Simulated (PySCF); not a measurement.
**H2Na2S2: core ionisation energies**

Species: (NaSH)2 ring, H2Na2S2.
Z-matrix (Å and degrees, PBE0-D3(BJ)/def2-SVP geometry), rows numbered from 1:
```
Na
S   1  2.6433
Na  2  2.6433  1   75.46
S   1  2.6414  2  104.54  3     0.12
H   2  1.3518  1   98.89  3    97.00
H   4  1.3519  1   98.88  2    96.66
```

Level of theory: delta-SCF UKS SCAN, pcX-2 on the ionised atom, pcseg-1 elsewhere, spin-free X2C (PySCF 2.14.0). Each binding energy is the total energy of the core-ionised species, with the hole localised on one atom, minus that of the ground state; both are solved self-consistently, so orbital relaxation is included.

Problem. Give the core binding energies atom by atom.

Solution. 
| atom(s) | bonded to | level | binding energy (eV) | count |
| --- | --- | --- | --- | --- |
| Na1/Na3 | 2 S | Na 1s | 1078.29 | 2 |
| S2/S4 | H and 2 Na | S 1s | 2475.01 | 2 |

Problem. What is the longest wavelength that can ionise Na 1s of Na1/Na3 vertically?

Solution. λ = hc/E = 12398.42 eV Å / 1078.29 eV = 11.498 Å.

Atoms equivalent by their bonding share one computed value, that of the first of them. Not every level is listed. Isolated species at its PBE0-D3(BJ)/def2-SVP geometry (one conformer only).
